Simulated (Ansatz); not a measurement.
Species: CBr4, charge 0, singlet. CBr4 (SMILES BrC(Br)(Br)Br).
B3LYP-D3(BJ)/def2-TZVP minimum from Ansatz (an electronic-structure program):
```xyz
5

Br     1.8973    -0.4330    -0.1703
C      0.0000     0.0000     0.0000
Br    -0.2721     1.8961    -0.3833
Br    -0.5958    -0.3886     1.8194
Br    -1.0294    -1.0745    -1.2658
```
Charge 0, spin multiplicity 1.

Total energies in cc-pVDZ, 32 correlated electrons, 57 frozen orbitals. UHF or UKS for unpaired electrons; spin-orbit terms are left out. Correlated methods leave the cores frozen (noble-gas shells, and filled d and f shells in the p block). No relativity. Spin-orbit terms, left out, reach several kcal/mol for Br and I, and more for heavier atoms.

```
method    program   energy (Eh)  minus CCSDT(Q) (mEh)
--------  -------  ------------  --------------------
HF         Ansatz  -10327.35677                667.41
MP2        Ansatz  -10327.97035                 53.83
CCSD       Ansatz  -10328.00110                 23.08
CCSD(T)    Ansatz  -10328.02188                  2.30
CCSDT(Q)   Ansatz  -10328.02418                  0.00
```

Rough core times of Ansatz's runs on a shared machine: CCSD(T) under 20 s, CCSDT(Q) 10 min.
